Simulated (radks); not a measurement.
Q: These are the eigenvalues of the occupied orbitals of an atom or ion with whole-number occupations (eV). Method: scalar-relativistic Kohn-Sham, PBE, spin-polarised, spherical densities, finite nucleus; Fermi nuclear charge, rms radius of each element as measured or else 0.836 A^(1/3) + 0.57 fm; computed with a radial shooting solver on a logarithmic mesh with Libxc functionals.

1s: -8434.637
2s: -1212.525
2p: -1075.161
3s: -307.3664
3p: -265.7833
4s: -120.5015

Which element is it, and in what charge state? The configuration may be excited. Open shells, if any, are filled with parallel spins first.

A: Z = 28, nickel, charge +8: Ni8+ in [Ar] 4s2. The list shows which subshells hold electrons but not how many an open one holds; the 1s level, -309.97 hartree, gives Z - s = 24.9 by -(Z - s)^2/2, which with screening and relativity narrows Z to a few neighbours, and the depths of the outer levels then fix element, charge and occupations together.
